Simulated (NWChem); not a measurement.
System: CH₇NSn; SMILES [CH3][SnH2][NH2]

```xyz
10

Sn    -0.2932    -0.0405     0.0000
C      0.8152     1.8120     0.0000
N      0.8691    -1.7312     0.0000
H     -1.2555    -0.1538     1.4167
H     -1.2555    -0.1538    -1.4167
H      1.4511     1.8771     0.8946
H      0.1181     2.6629     0.0000
H      1.4511     1.8771    -0.8946
H      1.4715    -1.8020    -0.8184
H      1.4715    -1.8020     0.8184
```
Atoms are numbered in this order, from 1.

Computed with NWChem. STO-3G and 3-21G are far too small for this property and stand as cheap habits. The geometry was optimised at PBE0/def2-SVP. def2 effective core potentials on Sn; no spin-orbit coupling. B3LYP is NWChem's, with the RPA form of VWN correlation. Field at 589 nm.

Order these by “anisotropy (bohr³)”, lowest first: B3LYP/STO-3G (all-electron, non-relativistic); B3LYP/def2-SVPD (core potentials); B3LYP/def2-SVP (core potentials).

B3LYP/STO-3G (all-electron, non-relativistic) (7.2), B3LYP/def2-SVP (core potentials) (10.0), B3LYP/def2-SVPD (core potentials) (14.8)
